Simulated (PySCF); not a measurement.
Electron correlation in Ne⁺ (neon, charge +1)

[He] 2s1 2p6, 2S determinant (an excited configuration). All numbers are calculated (PySCF 2.14, no relativity, point nucleus, in dyall-av3z (15s9p3d2f, 71 functions)). Frozen: 1s2; 7 electrons correlated; the 14 highest virtual orbitals of each spin left out.

MP2 pair energies summed by pair of shells (mhartree):

```tsv
pair	energy	share (%)
2p-2p	-247.86	87.2
2s-2p	-36.39	12.8
```

Total MP2 correlation energy: -284.25 mhartree.

Same-spin part -60.88 and opposite-spin part -223.37 mhartree; SCS-MP2 scales them by 1/3 and 6/5 to -288.34 mhartree.
